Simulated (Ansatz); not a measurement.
FH4InSi (`F[SiH2][InH2]`). Total charge 0; spin multiplicity 1. In: def2 effective core potential. The geometry is a stationary point of PBE0-D4/def2-TZVP.

```xyz
7

F     0.333   -0.918    2.043
Si    0.755   -0.641    0.512
In   -0.980    0.843   -0.694
H     2.104   -0.010    0.542
H     0.903   -1.971   -0.144
H    -2.398    1.432    0.091
H    -0.716    1.264   -2.350
```

(1) What is the dipole moment at B3LYP/def2-TZVPP? (An estimate is asked.)

(2) And with PBE, r2SCAN, ωB97M-V? (Estimate.)

(3) Give the Mulliken charges with B3LYP, ωB97M-V, PBE in def2-TZVPP. (Estimate.)

## Answers

(1) Ansatz gave: 1.20 D, with components (0.12, 0.33, -1.15) D in this frame, pointing from negative to positive charge.

(2) The calculation gave: PBE 1.11 D, r2SCAN 1.13 D, ωB97M-V 1.21 D.

(3) The calculation gave: 
```tsv
atom	B3LYP	ωB97M-V	PBE
F1	-0.33	-0.32	-0.28
Si2	0.38	0.34	0.30
In3	0.38	0.25	0.37
H4	-0.08	-0.04	-0.07
H5	-0.08	-0.04	-0.07
H6	-0.14	-0.09	-0.12
H7	-0.14	-0.09	-0.12
```

B3LYP here is the variant with VWN-RPA as its local correlation; programs differ in this.
